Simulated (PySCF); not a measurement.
**Cr³⁺ (chromium, charge +3) across methods**

[Ar] 3d3, high-spin 4F determinant. All numbers are calculated (PySCF 2.14, scalar relativity by spin-free X2C-1e, in aug-cc-pVTZ-DK (8s7p5d3f2g, 93 functions)).

| method | E (hartree) | mean ε 3p α (eV) | mean ε 3p β (eV) | mean ε 3d α (eV) | Σ⟨r²⟩ (bohr²) | ⟨S²⟩ |
| --- | --- | --- | --- | --- | --- | --- |
| LDA | -1046.382 | -84.875 | -81.670 | -40.708 | 13.25 | 3.750 |
| M06-2X | -1048.764 | -92.493 | -87.505 | -45.576 | 13.13 | 3.751 |
| TPSS | -1048.785 | -85.303 | -81.850 | -40.741 | 13.20 | 3.751 |
| PBE | -1048.503 | -84.890 | -81.596 | -40.694 | 13.23 | 3.750 |
| PBE0 | -1048.551 | -88.990 | -84.555 | -43.286 | 13.16 | 3.751 |
| BP86 | -1048.881 | -84.881 | -81.704 | -40.717 | 13.19 | 3.750 |
| UHF | -1047.79145 | -100.21 | -91.861 | -50.275 | 13.07 | 3.752 |
| r2SCAN | -1048.730 | -86.354 | -82.366 | -41.298 | 13.13 | 3.751 |

Estimate the same row for M06-L.

E (hartree) = -1048.722; mean ε 3p α (eV) = -86.260; mean ε 3p β (eV) = -82.366; mean ε 3d α (eV) = -40.770; Σ⟨r²⟩ (bohr²) = 13.05; ⟨S²⟩ = 3.751.
